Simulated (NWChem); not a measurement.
# CH$_{6}$FNSi; SMILES NC[SiH2]F

```xyz
10

N      0.0668     2.1803     0.0000
C     -0.7176     0.9233     0.0000
Si     0.4266    -0.5802     0.0000
F     -0.3670    -1.9944     0.0000
H      0.6726     2.2270     0.8180
H      0.6726     2.2270    -0.8180
H     -1.3787     0.9314    -0.8747
H     -1.3787     0.9314     0.8747
H      1.2901    -0.5230     1.2123
H      1.2901    -0.5230    -1.2123
```
Atoms are numbered in this order, from 1.

All runs: NWChem. Medium grid unless said otherwise, to which SCAN and Minnesota functionals are sensitive. Coordinates come from a B3LYP/6-31G* (spherical d) optimisation.

Problem. Order these by “highest occupied level (eV)”, lowest first: B3LYP/def2-TZVP; PBE/def2-TZVP; M06-2X/def2-TZVP.

Solution. M06-2X/def2-TZVP (-8.30), B3LYP/def2-TZVP (-6.73), PBE/def2-TZVP (-5.57)
